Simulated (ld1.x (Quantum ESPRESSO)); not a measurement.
# barium (Ba) RRKJ: all-electron and pseudo phase curves

- Element: Ba
- Generator: ld1.x (Quantum ESPRESSO) 7.5
- Type: norm-conserving RRKJ (Kleinman–Bylander form)
- Functional: PBEsol
- Relativity: scalar-relativistic
- Frozen core: [Kr] 4d10
- Valence charge: 10
- Reference configuration: 5s2 5p6 5d0 6s1.5 6p0.5
- Partial waves: 5p (bound): rc 3.30 bohr; 5d (bound, empty): rc 3.95 bohr; 5s (bound): rc 2.80 bohr
- Local potential: the s channel
- Core correction: Bessel-smoothed model core inside 2.55 bohr

Occupied shells without a wave of their own: 6p, 6s. They enter only through the test configuration that unscreens the potential, and ld1.x also counts them in the model core charge.

The phase is arctan(r·u′/u) with u = r·R(r), unwrapped; energies in Ry, scanned from -5 to 5 Ry. A pole is an energy at which the radial function vanishes at the test radius. The pseudo phase is shifted by a multiple of π to meet the all-electron one at the reference energy, and phase errors are pseudo minus all-electron; the curves can meet again beyond the range given. Levels narrower than the energy grid can be missing from the lists of poles.

Problem. For each channel, where are the poles, and over which energies does the pseudopotential scatter like the atom?

Solution.

```
channel  radius (bohr)  reference energy (Ry)  poles, all-electron      poles, pseudo  unbroken range about the reference energy with phases within 0.05 rad  phase error 1 Ry above the reference energy (rad)
      s           4.29                  -2.52    -2.51, 0.61, 4.12  -2.51, 0.14, 2.67                                       not even at the reference energy                                             -3.144
      p           4.29                  -1.42    -1.40, 1.25, 4.94        -1.39, 1.38                                       not even at the reference energy                                             +0.007
      d           4.29                  -0.18           0.07, 2.49         0.07, 2.53                                                              below 0.9                                             +0.031
```

The potential misses its own reference levels by up to 1.1 eV, so it is not fit for use. ld1.x takes every shell without a wave as core, so the model core holds the 6p, 6s electrons as well and exchange and correlation see them twice. This cancels in the reference configuration, but the file is broken for other ones, and its errors say nothing about a proper core correction.

Phases in the s channel:

| E (Ry) | all-electron | pseudo |
| --- | --- | --- |
| -5.00 | 1.461 | -1.681 |
| -4.74 | 1.457 | -1.684 |
| -4.48 | 1.454 | -1.688 |
| -4.22 | 1.450 | -1.692 |
| -3.96 | 1.445 | -1.697 |
| -3.70 | 1.440 | -1.702 |
| -3.44 | 1.434 | -1.708 |
| -3.18 | 1.427 | -1.715 |
| -2.92 | 1.418 | -1.724 |
| -2.66 | 1.402 | -1.739 |
| -2.40 | -1.728 | -4.869 |
| -2.14 | -1.749 | -4.891 |
| -1.88 | -1.767 | -4.909 |
| -1.62 | -1.790 | -4.933 |
| -1.36 | -1.821 | -4.966 |
| -1.10 | -1.869 | -5.019 |
| -0.84 | -1.954 | -5.126 |
| -0.58 | -2.155 | -5.467 |
| -0.32 | -2.936 | -7.069 |
| -0.06 | -4.206 | -7.712 |
| 0.20 | -4.543 | -7.880 |
| 0.46 | -4.668 | -7.985 |
| 0.72 | -4.741 | -8.103 |
| 0.98 | -4.799 | -8.350 |
| 1.24 | -4.860 | -9.385 |
| 1.50 | -4.943 | -10.521 |
| 1.76 | -5.098 | -10.779 |
| 2.02 | -5.574 | -10.880 |
| 2.28 | -6.935 | -10.938 |
| 2.54 | -7.483 | -10.979 |
| 2.80 | -7.647 | -11.012 |
| 3.06 | -7.725 | -11.044 |
| 3.32 | -7.772 | -11.079 |
| 3.58 | -7.805 | -11.124 |
| 3.84 | -7.831 | -11.196 |
| 4.10 | -7.853 | -11.353 |
| 4.36 | -7.873 | -12.005 |
| 4.62 | -7.893 | -13.528 |
| 4.88 | -7.914 | -13.873 |
